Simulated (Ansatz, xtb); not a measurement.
BGeH5Si: which of two structures lies lower

Structure I is a singlet given by its coordinates and structure II is a singlet given by its coordinates. Both are isolated molecules in the gas phase, relaxed with PBE0-D3(BJ)/def2-SVP.

I (Å):

```
atom    x (Å)    y (Å)    z (Å)
   B  -0.5523   0.4858   2.2457
  Ge  -0.6749   1.3427   0.4356
  Si  -1.0104  -1.1665   1.2988
   H  -0.5563   0.8573   3.3876
   H   0.6033   0.7390   1.6310
   H  -0.0796  -2.3053   1.0307
   H  -2.4260  -1.6363   1.2597
   H  -0.8494  -0.4662  -0.1670
```

Close contacts (Å): B1–Ge2 2.01, B1–Si3 1.96, Ge2–Si3 2.67, B1–H4 1.20, B1–H5 1.33, Ge2–H5 1.85, Ge2–H8 1.91, Si3–H6 1.50, Si3–H7 1.49, Si3–H8 1.63.

II (Å):

```yaml
atoms:
  - { symbol: B, position_ang: [-1.2917, -0.6638, 0.4812] }
  - { symbol: Ge, position_ang: [-0.3706, 0.8167, -0.3189] }
  - { symbol: Si, position_ang: [-0.2115, -0.2999, 2.2191] }
  - { symbol: H, position_ang: [0.4821, -1.5976, 2.4742] }
  - { symbol: H, position_ang: [0.8781, 0.7398, 2.1347] }
  - { symbol: H, position_ang: [-1.0533, 0.0889, 3.3912] }
  - { symbol: H, position_ang: [-1.8951, -1.7038, 0.5334] }
  - { symbol: H, position_ang: [-2.0546, 0.3882, 0.3038] }
```

Close contacts (Å): B1–Ge2 1.92, B1–Si3 2.08, Ge2–Si3 2.78, B1–H7 1.20, B1–H8 1.31, Ge2–H8 1.85, Si3–H4 1.49, Si3–H5 1.51, Si3–H6 1.49.

Task: Which of the two would you expect CCSD(T)/def2-TZVP electronic energies to favour?

Result: Structure II; the calculation gives E(II) − E(I) = −1.80 kcal/mol.

How the difference moves with the method:

```
               level              geometry  E(II) − E(I) (kcal/mol)  departure from the last row (kcal/mol)  job, with rough time for the two
PBE0-D3(BJ)/def2-SVP  PBE0-D3(BJ)/def2-SVP                     +0.08                                   +1.87                optimisation, 62 s
        HF/def2-TZVP  PBE0-D3(BJ)/def2-SVP                     −2.96                                   −1.16           part of the CCSD(T) run
       MP2/def2-TZVP  PBE0-D3(BJ)/def2-SVP                     −1.84                                   −0.04           part of the CCSD(T) run
   CCSD(T)/def2-TZVP  PBE0-D3(BJ)/def2-SVP                     −1.80                                                        single point, 33 s
```

PBE0-D3(BJ)/def2-SVP finds them nearly level. The largest departure from CCSD(T)/def2-TZVP is that of PBE0-D3(BJ)/def2-SVP, 1.87 kcal/mol. Levels run at GFN2-xTB geometries aren't shown.

With harmonic frequencies from PBE0-D3(BJ)/def2-SVP (ideal gas, rigid rotor, one conformer each, 298.15 K, 1 atm): on the last row, ΔE + ΔZPE = −1.83, ΔH = −1.42, ΔG = −2.44 kcal/mol.

The correlated steps freeze 15 core orbitals; the filled d shell of Ge is correlated, in a basis made for valence electrons. Codes used: Ansatz 0.2.0; the last row on 2 threads of Arm Neoverse V2 on a shared host.
